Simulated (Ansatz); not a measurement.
Input for Ansatz (a first-principles code): R-B3LYP-D3(BJ)/def2-TZVP on CH4GeO (SMILES C[O][GeH]).

Ansatz 0.2 input:
```yaml
crystal:
  periodic: [false, false, false]
  atoms:
    - {symbol: C, position_ang: [-0.82407766, -0.16706217, 0.32028045]}
    - {symbol: O, position_ang: [0.05096029, 0.90310860, 0.05572849]}
    - {symbol: Ge, position_ang: [1.75902464, 1.10906345, -0.24033550]}
    - {symbol: H, position_ang: [-1.58801377, -0.20493422, -0.46033139]}
    - {symbol: H, position_ang: [-0.28561352, -1.11822399, 0.34605399]}
    - {symbol: H, position_ang: [-1.31039715, -0.00068751, 1.28490680]}
    - {symbol: H, position_ang: [2.19811717, -0.52126417, -0.11966885]}
basis:
  gaussian:
    orbitals: def2-TZVP
hamiltonian:
  xc: b3lyp
  dispersion: d3bj
relax: {f_tol: 0.003, max_steps: 120}
scf: {lower_state_search: off}
```

It printed:

```
WARN ansatz: RAYON_NUM_THREADS=1 ignored (pool sized by the plan → 1); use --threads N
Functional definition: B3LYP
these checks for a lower state are left out or cut short: stability, starts, cluster_reference, orbital_swaps, neighbouring_geometries, increment
integrals: 0.05 GiB planned
896 factors; their error is unknown
mean field: 0.48 GiB planned
mean field evaluation 1: about -59662.2373 eV, gradient 6.1e1 eV
mean field evaluation 2: about -59613.6453 eV, gradient 1.6e2 eV
mean field evaluation 4: about -59669.2504 eV, gradient 1.0e1 eV
mean field evaluation 8: about -59669.4554 eV, gradient 1.8e-1 eV
mean field evaluation 16: about -59669.6674 eV, gradient 1.4e-4 eV
mean field -59669.66737655 eV, -2192.8198305349 hartree, gradient 3.9e-6 eV, S^2 0.000000; 0 other end points of the search recorded, 0 dependent functions left out
the calculation of the forces begins
reference -59669.66760935 eV, -2192.8198390901 hartree; 25, 25 occupied and 109, 109 virtual orbitals, 896 factors
relax step   1: F+E_penalty+E_count = -59669.86219459 eV  Δ(F+E_penalty+E_count) = +0.000e0 eV  max|allowed force component| = 9.819e-1 eV/Å  Δτ_max = 0.0000 Å  (16 SCF iters, accepted)
these checks for a lower state are left out or cut short: stability, starts, cluster_reference, orbital_swaps, neighbouring_geometries, increment
integrals: 0.05 GiB planned
896 factors; their error is unknown
mean field: 0.48 GiB planned
mean field -59669.71380732 eV, -2192.8215368343 hartree, gradient 1.9e-6 eV, S^2 0.000000; 0 other end points of the search recorded, 0 dependent functions left out
the calculation of the forces begins
reference -59669.71404008 eV, -2192.8215453880 hartree; 25, 25 occupied and 109, 109 virtual orbitals, 896 factors
relax step   2: F+E_penalty+E_count = -59669.90930693 eV  Δ(F+E_penalty+E_count) = -4.711e-2 eV  max|allowed force component| = 5.916e-1 eV/Å  Δτ_max = 0.0799 Å  (21 SCF iters, accepted)
these checks for a lower state are left out or cut short: stability, starts, cluster_reference, orbital_swaps, neighbouring_geometries, increment
integrals: 0.05 GiB planned
896 factors; their error is unknown
mean field: 0.48 GiB planned
mean field evaluation 32: about -59669.7331 eV, gradient 2.0e-6 eV
mean field -59669.73308959 eV, -2192.8222454448 hartree, gradient 2.1e-6 eV, S^2 0.000000; 0 other end points of the search recorded, 0 dependent functions left out
the calculation of the forces begins
reference -59669.73332066 eV, -2192.8222539364 hartree; 25, 25 occupied and 109, 109 virtual orbitals, 896 factors
relax step   3: F+E_penalty+E_count = -59669.92997219 eV  Δ(F+E_penalty+E_count) = -2.067e-2 eV  max|allowed force component| = 1.725e-1 eV/Å  Δτ_max = 0.0555 Å  (20 SCF iters, accepted)
these checks for a lower state are left out or cut short: stability, starts, cluster_reference, orbital_swaps, neighbouring_geometries, increment
integrals: 0.05 GiB planned
896 factors; their error is unknown
mean field: 0.48 GiB planned
mean field -59669.73153084 eV, -2192.8221881616 hartree, gradient 1.9e-6 eV, S^2 0.000000; 0 other end points of the search recorded, 0 dependent functions left out
the calculation of the forces begins
reference -59669.73176009 eV, -2192.8221965864 hartree; 25, 25 occupied and 109, 109 virtual orbitals, 896 factors
relax step   4: F+E_penalty+E_count = -59669.93011608 eV  Δ(F+E_penalty+E_count) = -1.439e-4 eV  max|allowed force component| = 1.789e-1 eV/Å  Δτ_max = 0.1001 Å  (20 SCF iters, accepted)
these checks for a lower state are left out or cut short: stability, starts, cluster_reference, orbital_swaps, neighbouring_geometries, increment
integrals: 0.05 GiB planned
896 factors; their error is unknown
mean field: 0.48 GiB planned
mean field -59669.73558064 eV, -2192.8223369892 hartree, gradient 1.7e-6 eV, S^2 0.000000; 0 other end points of the search recorded, 0 dependent functions left out
the calculation of the forces begins
reference -59669.73581040 eV, -2192.8223454325 hartree; 25, 25 occupied and 109, 109 virtual orbitals, 896 factors
relax step   5: F+E_penalty+E_count = -59669.93356694 eV  Δ(F+E_penalty+E_count) = -3.451e-3 eV  max|allowed force component| = 5.165e-2 eV/Å  Δτ_max = 0.0521 Å  (21 SCF iters, accepted)
these checks for a lower state are left out or cut short: stability, starts, cluster_reference, orbital_swaps, neighbouring_geometries, increment
integrals: 0.05 GiB planned
896 factors; their error is unknown
mean field: 0.48 GiB planned
mean field -59669.73553917 eV, -2192.8223354651 hartree, gradient 1.7e-6 eV, S^2 0.000000; 0 other end points of the search recorded, 0 dependent functions left out
the calculation of the forces begins
reference -59669.73576874 eV, -2192.8223439017 hartree; 25, 25 occupied and 109, 109 virtual orbitals, 896 factors
relax step   6: F+E_penalty+E_count = -59669.93361699 eV  Δ(F+E_penalty+E_count) = -5.004e-5 eV  max|allowed force component| = 5.087e-3 eV/Å  Δτ_max = 0.0037 Å  (22 SCF iters, accepted)
these checks for a lower state are left out or cut short: stability, starts, cluster_reference, orbital_swaps, neighbouring_geometries, increment
integrals: 0.05 GiB planned
896 factors; their error is unknown
mean field: 0.48 GiB planned
mean field -59669.73553469 eV, -2192.8223353004 hartree, gradient 1.7e-6 eV, S^2 0.000000; 0 other end points of the search recorded, 0 dependent functions left out
the calculation of the forces begins
reference -59669.73576425 eV, -2192.8223437365 hartree; 25, 25 occupied and 109, 109 virtual orbitals, 896 factors
relax step   7: F+E_penalty+E_count = -59669.93361736 eV  Δ(F+E_penalty+E_count) = -3.694e-7 eV  max|allowed force component| = 1.879e-3 eV/Å  Δτ_max = 0.0006 Å  (23 SCF iters, accepted)
Total energy: -59669.93384691 eV, -2192.8296231402 hartree
Atom 0 at    -0.785873    -0.155595     0.312871 Å, force     0.001879    -0.000772    -0.000196 eV/Å
Atom 1 at     0.013365     0.985636     0.052053 Å, force    -0.001535     0.001128     0.000097 eV/Å
Atom 2 at     1.774717     1.058396    -0.236950 Å, force    -0.000364     0.000030     0.000060 eV/Å
Atom 3 at    -1.555952    -0.239582    -0.458075 Å, force     0.000451     0.000576    -0.000276 eV/Å
Atom 4 at    -0.187607    -1.071743     0.324850 Å, force    -0.001048    -0.001298     0.000317 eV/Å
Atom 5 at    -1.279106    -0.036058     1.280789 Å, force     0.000490     0.000596    -0.000011 eV/Å
Atom 6 at     2.020456    -0.541054    -0.088904 Å, force     0.000126    -0.000259     0.000010 eV/Å
Dipole moment:    -0.008738    -0.175457     0.021921 e Å
Checks for a lower state left out: stability, starts, cluster_reference, orbital_swaps, neighbouring_geometries, increment
```

The calculation finished and met its thresholds.

Cost: about 30 core-seconds (a rough figure).
